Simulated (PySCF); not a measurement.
SMILES CO[CH]C(O)C, doublet, GFN2-xTB optimised geometry.

```
15

C     -0.29    -0.17     0.00
O     -0.80    -0.87     1.10
C     -0.48    -0.37     2.33
C     -1.16    -0.96     3.50
C     -0.15    -1.46     4.55
O     -2.01     0.04     4.07
H      0.80    -0.17     0.00
H     -0.65     0.87     0.00
H     -0.66    -0.67    -0.89
H     -0.07     0.62     2.39
H     -1.77    -1.81     3.15
H     -0.67    -1.90     5.40
H      0.45    -0.62     4.90
H      0.50    -2.20     4.11
H     -2.35    -0.29     4.92
```

Density from unrestricted PBE0/def2-TZVP (PySCF) at that geometry.

Minimum of the electron density along straight lines between bonded atoms, close to the bond critical point (lines longer than 1.1 times the sum of covalent radii, or with two minima, are not listed):

| bond | length / Å | ρ at the minimum / e bohr⁻³ | ∇²ρ there / e bohr⁻⁵ | position (fraction from the first atom) |
|---|---|---|---|---|
| C1–O2 | 1.403 | 0.264 | -0.50 | 0.35 |
| O2–C3 | 1.366 | 0.283 | -0.37 | 0.66 |
| C3–C4 | 1.484 | 0.276 | ___ | 0.51 |
| C4–C5 | 1.536 | 0.246 | -0.61 | 0.51 |
| C4–O6 | 1.426 | 0.257 | -0.59 | 0.36 |
| C1–H7 | 1.096 | 0.281 | -0.98 | 0.65 |
| C1–H8 | 1.096 | 0.282 | -0.98 | 0.65 |
| C1–H9 | 1.089 | 0.287 | -1.03 | 0.65 |
| C3–H10 | 1.077 | 0.289 | -1.03 | 0.65 |
| C4–H11 | 1.101 | 0.282 | -0.99 | 0.65 |
| C5–H12 | 1.089 | 0.277 | -0.94 | 0.64 |
| C5–H13 | 1.087 | 0.280 | -0.96 | 0.64 |
| C5–H14 | 1.086 | 0.280 | -0.97 | 0.64 |
| O6–H15 | 0.964 | 0.361 | ___ | 0.80 |

**Question.** Some entries are withheld; supply them.

**Answer.** 
- C3–C4, ∇²ρ there / e bohr⁻⁵: -0.76
- O6–H15, ∇²ρ there / e bohr⁻⁵: -2.42
